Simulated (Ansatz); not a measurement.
Steps of a relaxation of FH$_{4}$O$_{2}$Si$_{2}$, SMILES `O[SiH][SiH](O)F` radical with UKS PBE0-D4/def2-TZVP.

```sh
$ ansatz run in.yaml --threads 2 --pin off --events-out ev --progress --plain --max-ram 32768MiB --backend cuda --devices 0, --max-vram 18GiB
```

```yaml
crystal:
  periodic: [false, false, false]
  atoms:
    - {symbol: O, position_ang: [-1.414088, 1.017714, -0.041873]}
    - {symbol: Si, position_ang: [0.266453, 1.358510, 0.032721]}
    - {symbol: Si, position_ang: [0.920181, -0.899030, 0.272588]}
    - {symbol: O, position_ang: [-0.520203, -1.572099, 0.776371]}
    - {symbol: F, position_ang: [1.410153, -1.514823, -1.170749]}
    - {symbol: H, position_ang: [-1.984731, 1.708851, -0.422937]}
    - {symbol: H, position_ang: [0.691729, 2.095201, -1.228432]}
    - {symbol: H, position_ang: [1.991908, -1.239463, 1.258457]}
    - {symbol: H, position_ang: [-1.272801, -1.001060, 0.506754]}
basis:
  gaussian: {orbitals: def2-TZVP}
magnetization: {spin_polarized: true, initial_magnetization: 1}
hamiltonian: {xc: pbe0, dispersion: d4}
relax: {f_tol: 0.005, max_steps: 150}
```

Positions (Å) and forces (eV/Å) along the path, 12 of 12 steps:

```xyz
9
step=1 energy=-22624.3231 eV
O    -1.414    1.018   -0.042    0.510    0.853   -0.268
Si    0.266    1.359    0.033   -0.775   -0.220   -0.366
Si    0.920   -0.899    0.273   -0.333   -0.746   -0.545
O    -0.520   -1.572    0.776    0.404    0.798   -0.553
F     1.410   -1.515   -1.171   -0.363    0.447    1.152
H    -1.985    1.709   -0.423    0.413   -0.512    0.278
H     0.692    2.095   -1.228   -0.134   -0.168    0.322
H     1.992   -1.239    1.258   -0.240    0.044   -0.256
H    -1.273   -1.001    0.507    0.518   -0.496    0.236
9
step=2 energy=-22624.3932 eV
O    -1.433    1.089   -0.032    0.644    0.276   -0.067
Si    0.251    1.336    0.007   -0.713    0.009   -0.068
Si    0.914   -0.901    0.277   -0.157   -0.623   -0.518
O    -0.493   -1.618    0.769    0.258    0.556   -0.323
F     1.432   -1.508   -1.141   -0.249    0.274    0.687
H    -1.966    1.788   -0.428    0.124   -0.174    0.095
H     0.663    2.075   -1.235   -0.002   -0.086    0.092
H     1.978   -1.233    1.252   -0.054    0.074   -0.039
H    -1.257   -1.074    0.514    0.147   -0.306    0.140
9
step=3 energy=-22624.4228 eV
O    -1.410    1.112   -0.027    0.286   -0.007    0.070
Si    0.252    1.349    0.008   -0.305   -0.146    0.092
Si    0.887   -0.890    0.259    0.165   -0.284    0.001
O    -0.477   -1.640    0.770    0.071    0.230   -0.138
F     1.417   -1.521   -1.116   -0.068    0.068   -0.012
H    -1.936    1.804   -0.423   -0.178    0.140   -0.075
H     0.667    2.066   -1.228    0.076    0.088   -0.129
H     1.954   -1.174    1.231    0.099    0.009    0.125
H    -1.266   -1.152    0.511   -0.147   -0.098    0.067
9
step=4 energy=-22624.4319 eV
O    -1.426    1.138   -0.025    0.146   -0.042    0.036
Si    0.235    1.333    0.004   -0.099   -0.017    0.068
Si    0.898   -0.902    0.264    0.041   -0.052    0.025
O    -0.469   -1.649    0.764    0.021    0.122   -0.063
F     1.422   -1.514   -1.118    0.015   -0.023   -0.070
H    -1.941    1.838   -0.427   -0.097    0.064   -0.035
H     0.665    2.050   -1.232    0.050    0.041   -0.070
H     1.967   -1.178    1.241    0.036    0.005    0.053
H    -1.262   -1.163    0.511   -0.113   -0.098    0.056
9
step=5 energy=-22624.4361 eV
O    -1.433    1.163   -0.047    0.075   -0.058    0.050
Si    0.227    1.333    0.003   -0.057    0.030   -0.016
Si    0.893   -0.903    0.263    0.059   -0.027    0.012
O    -0.455   -1.670    0.779    0.028    0.057   -0.024
F     1.416   -1.514   -1.120    0.003   -0.015   -0.057
H    -1.939    1.880   -0.430   -0.061    0.045   -0.025
H     0.678    2.054   -1.228    0.047    0.007   -0.006
H     1.972   -1.162    1.236    0.022    0.006    0.043
H    -1.270   -1.229    0.525   -0.116   -0.044    0.024
9
step=6 energy=-22624.4377 eV
O    -1.438    1.173   -0.080    0.062   -0.072   -0.013
Si    0.219    1.338   -0.015    0.033   -0.037    0.084
Si    0.889   -0.898    0.256   -0.050    0.056   -0.017
O    -0.443   -1.671    0.803    0.027   -0.051    0.014
F     1.398   -1.524   -1.128   -0.009   -0.006    0.003
H    -1.962    1.901   -0.414   -0.034    0.085   -0.036
H     0.741    2.074   -1.208   -0.049    0.008   -0.036
H     1.977   -1.134    1.226    0.013   -0.011    0.013
H    -1.292   -1.305    0.543    0.008    0.029   -0.012
9
step=7 energy=-22624.4394 eV
O    -1.436    1.173   -0.083   -0.014    0.006   -0.004
Si    0.220    1.338   -0.002    0.004   -0.003    0.003
Si    0.888   -0.898    0.259    0.009    0.001   -0.002
O    -0.441   -1.677    0.803   -0.003   -0.003   -0.001
F     1.393   -1.516   -1.130   -0.009    0.002    0.002
H    -1.949    1.905   -0.429    0.006   -0.007    0.001
H     0.721    2.070   -1.208    0.002    0.004   -0.004
H     1.979   -1.141    1.225    0.001   -0.002    0.003
H    -1.288   -1.300    0.547    0.005    0.001    0.001
9
step=8 energy=-22624.4395 eV
O    -1.436    1.170   -0.084   -0.006    0.002   -0.001
Si    0.220    1.339    0.000    0.002    0.000    0.007
Si    0.888   -0.898    0.260    0.005    0.000   -0.005
O    -0.441   -1.677    0.804    0.000    0.000    0.001
F     1.390   -1.513   -1.131   -0.003   -0.003    0.000
H    -1.948    1.901   -0.434    0.000   -0.002   -0.001
H     0.722    2.073   -1.205    0.002    0.000   -0.002
H     1.981   -1.145    1.224    0.000    0.002    0.001
H    -1.287   -1.296    0.550   -0.001    0.001   -0.001
9
step=9 energy=-22624.4395 eV
O    -1.438    1.171   -0.088    0.001    0.001   -0.002
Si    0.219    1.339    0.003   -0.001   -0.001    0.004
Si    0.888   -0.898    0.260    0.003    0.004   -0.007
O    -0.439   -1.677    0.810   -0.002    0.000    0.001
F     1.382   -1.514   -1.133   -0.001   -0.001    0.001
H    -1.947    1.902   -0.444   -0.002   -0.001    0.000
H     0.725    2.077   -1.197    0.001   -0.001    0.000
H     1.984   -1.144    1.219   -0.001   -0.001    0.001
H    -1.286   -1.302    0.554    0.003    0.000    0.002
9
step=10 energy=-22624.4395 eV
O    -1.439    1.169   -0.094    0.009    0.003    0.001
Si    0.216    1.340    0.009    0.000   -0.007   -0.008
Si    0.888   -0.897    0.259   -0.002   -0.002    0.004
O    -0.437   -1.676    0.816   -0.001   -0.003    0.001
F     1.373   -1.513   -1.138    0.001    0.003    0.002
H    -1.946    1.898   -0.456   -0.003    0.000    0.000
H     0.730    2.081   -1.187   -0.003    0.003    0.004
H     1.988   -1.146    1.213    0.001    0.002   -0.003
H    -1.285   -1.302    0.561   -0.002    0.001    0.000
9
step=11 energy=-22624.4396 eV
O    -1.439    1.170   -0.097    0.005    0.003   -0.001
Si    0.217    1.339    0.008   -0.003   -0.003   -0.001
Si    0.887   -0.898    0.259    0.000    0.001   -0.002
O    -0.436   -1.677    0.818   -0.002    0.000    0.000
F     1.372   -1.515   -1.138    0.000    0.001    0.003
H    -1.946    1.900   -0.457   -0.001   -0.001    0.001
H     0.731    2.085   -1.184   -0.001   -0.002    0.002
H     1.989   -1.144    1.212    0.000    0.000   -0.001
H    -1.285   -1.306    0.563    0.003    0.000    0.000
9
step=12 energy=-22624.4396 eV
O    -1.439    1.170   -0.096    0.004    0.001    0.000
Si    0.217    1.339    0.008   -0.002   -0.001    0.000
Si    0.887   -0.898    0.259   -0.001    0.001   -0.002
O    -0.437   -1.677    0.816   -0.001   -0.001    0.001
F     1.373   -1.514   -1.137    0.000    0.000    0.002
H    -1.946    1.900   -0.455   -0.001   -0.001    0.000
H     0.731    2.083   -1.186    0.000   -0.001    0.001
H     1.989   -1.144    1.213    0.000    0.000   -0.001
H    -1.285   -1.305    0.562    0.001    0.001    0.000
```

Run time 27 s (2 threads of an AMD EPYC 7R13 on a shared host and a share of an NVIDIA H100 80 GB); peak host memory 0.85 GiB.
